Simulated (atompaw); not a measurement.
# u(r) = r·R(r): atom against pseudo-atom (nitrogen)

Columns: radius, all-electron u(r) and pseudo u(r) of the 2s shell (level -18.67 eV) of nitrogen in the configuration [He] 2s1.75 2p3.25; PBE, non-relativistic, PAW (atompaw) scheme, atompaw 4.2.0.5.

| r (bohr) | all-electron | pseudo |
| --- | --- | --- |
| 0.087 | 0.3694 | -0.0806 |
| 0.173 | 0.3407 | -0.1594 |
| 0.260 | 0.1546 | -0.2373 |
| 0.346 | -0.0723 | -0.3115 |
| 0.433 | -0.2924 | -0.3828 |
| 0.519 | -0.4789 | -0.4488 |
| 0.606 | -0.6298 | -0.5099 |
| 0.692 | -0.7415 | -0.5640 |
| 0.779 | -0.8197 | -0.6115 |
| 0.865 | -0.8673 | -0.6507 |
| 0.952 | -0.8908 | -0.6819 |
| 1.038 | -0.8946 | -0.7040 |
| 1.125 | -0.8833 | -0.7176 |
| 1.212 | -0.8604 | -0.7223 |
| 1.298 | -0.8297 | -0.7188 |
| 1.385 | -0.7929 | -0.7076 |
| 1.471 | -0.7529 | -0.6897 |
| 1.558 | -0.7103 | -0.6658 |
| 1.644 | -0.6674 | -0.6376 |
| 1.731 | -0.6240 | -0.6055 |
| 1.817 | -0.5819 | -0.5713 |
| 1.904 | -0.5406 | -0.5354 |
| 1.990 | -0.5013 | -0.4992 |
| 2.077 | -0.4634 | -0.4629 |
| 2.163 | -0.4280 | -0.4279 |
| 2.250 | -0.3942 | -0.3942 |

Problem. How many radial nodes do the two functions have?

Solution. The all-electron 2s function has n − l − 1 = 1; the pseudo-wave has 0, since the states of the same l below it are removed with the core.

Problem. Is the pseudo-wave norm-conserving?

Solution. No, it belongs to a PAW set: the norm inside the radius is not constrained, and the difference is carried by the augmentation charge.
